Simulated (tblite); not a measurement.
Compound: C5H5F3O.
Atom-mapped SMILES: `[F:1][C:2]([F:3])([F:4])[C@H:5]1[CH:6]=[CH:7][O:8][CH2:9]1` (hydrogens: H10 on C5; H11 on C6; H12 on C7; H13, H14 on C9)

Computed values, GFN2-xTB/tblite, gas phase, harmonic and unscaled. Errors from tens to a few hundred cm⁻¹ against measured bands are possible.

Harmonic wavenumbers (cm⁻¹): 56.0, 77.3, 166.8, 226.9, 324.2, 364.6, 435.4, 473.0, 518.4, 610.9, 719.5, 750.5, 785.3, 816.3, 857.6, 967.3, 990.2, 1000.5, 1050.9, 1064.2, 1087.9, 1089.7, 1133.3, 1168.5, 1195.4, 1218.8, 1231.5, 1274.6, 1326.4, 1467.9, 1670.3, 2941.1, 2950.2, 2969.4, 3148.8, 3197.0.

A = 3226, B = 1268, C = 1129 MHz; mass 138.029 u (most abundant isotopes); point group C1, symmetry number 1.

Task: Zero-point energy?

Result: ½Σν̃ = 20663 cm⁻¹ = 247.19 kJ/mol.

Task: What is S at 298.15 K and 1 bar for an ideal gas of classical rigid rotors and harmonic oscillators?

Result: Translation 170.31, rotation 119.80, vibration 83.33: S = 373.4 J/(mol K).

Task: And Cp and H(298.15 K) − H(0)?

Result: Cp = 129.43 J/(mol K), of which vibrations give 96.18 (their classical limit is 36 R = 299.3); H(298.15 K) − H(0) = 23.37 kJ/mol without the zero-point energy, 13.45 from vibrations.

Task: Which modes carry the vibrational entropy at 298.15 K?

Result: 56.0 cm⁻¹: 19.22; 77.3 cm⁻¹: 16.56; 166.8 cm⁻¹: 10.34; 226.9 cm⁻¹: 7.96; 324.2 cm⁻¹: 5.39; 364.6 cm⁻¹: 4.61 J/(mol K); the other 30 give 19.24 together.

Task: How do the functions run with temperature in this model?

Result: 
```csv
T (K),S (J/(mol K)),Cp (J/(mol K)),H − H(0) (kJ/mol),G − H(0) (kJ/mol),ln q(vib)
50,239.6,47.8,1.96,-10.02,0.35
100,277.1,62.0,4.71,-23.00,1.14
373.15,405.4,156.0,34.09,-117.19,5.98
500,456.5,193.1,56.34,-171.89,8.39
750,544.5,239.8,111.03,-297.37,13.10
1000,617.6,267.0,174.66,-442.91,17.54
```

q(vib) and H(0) count from the zero-point level.

Task: What must be added to the electronic energy to get the Gibbs energy at 298.15 K and 1 bar?

Result: ZPE + [H(298.15 K) − H(0)] − T·S = 247.19 + 23.37 − 111.34 = 159.22 kJ/mol.

Task: Blend soft modes into free rotors: weight 1/[1 + (100 cm⁻¹/ν̃)⁴] for the oscillator and the rest for a rotor with moment μB/(μ + B), μ = h/(8π²ν), B = 10⁻⁴⁴ kg m². What vibrational entropy results?

Result: 76.29 J/(mol K) in place of 83.33, which changes −T·S at 298.15 K by +2.10 kJ/mol.

Hindered rotation and anharmonicity are outside this model. The structure is chiral; the term R ln 2 for an equal mix with its mirror image is left out.

Hardware: one thread of an Arm Neoverse N1 (shared host). The figure is for the frequency step alone.

Conformer computed: `[F:1][C:2]([F:3])([F:4])[C@H:5]1[CH:6]=[CH:7][O:8][CH2:9]1`: F1–C2–C5–C6 -56°.
